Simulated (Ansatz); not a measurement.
Diatomic Be₂+, multiplicity 2 (lowest of 2S+1 = 2, 4 at CCSD(T)/def2-TZVPP on PBE0 minima; our sources give no spin for the ground state, which may be another). The T1 diagnostic near the minimum is 0.075, so single-reference values are doubtful.

The constants come from a fifth-degree fit in 1/R (seven points, main isotopes). In def2 and cc sets the state is the lowest found near the PBE0 minimum, followed along R.

Correlated levels freeze the inner cores; with def2 sets outer-core shells near the valence are correlated too.

The values were computed with Ansatz (Gaussian orbitals). Values without a source in brackets are computed.

Energies at CCSD/def2-QZVPP:

```json
[
 {"R (Å)": "2.071294", "E (hartree)": "-29.03832784"},
 {"R (Å)": "2.126974", "E (hartree)": "-29.03989906"},
 {"R (Å)": "2.178199", "E (hartree)": "-29.04069668"},
 {"R (Å)": "2.236106", "E (hartree)": "-29.04097653"},
 {"R (Å)": "2.294014", "E (hartree)": "-29.04071121"},
 {"R (Å)": "2.360829", "E (hartree)": "-29.03985864"},
 {"R (Å)": "2.438781", "E (hartree)": "-29.03828632"}
]
```

Task: With a reduced mass of 4.5061 u, find the minimum, the force constant and the constants.

Result: A fifth-degree polynomial in 1/R puts the minimum at r_e = 2.2349 Å with force constant 71.0 N/m. Then ω_e = (1/2πc)√(k/μ) = 517 cm⁻¹ and B_e = h/(8π²cμr_e²) = 0.7490 cm⁻¹; the cubic and quartic terms give α_e = 0.010 and ω_e x_e = 4.6 cm⁻¹.

Doubts at one or more of the structures used: a spin-contaminated determinant (CCSD/def2-QZVPP); T1 above 0.05 (CCSD/def2-QZVPP).

Ansatz is a program for electronic structure.
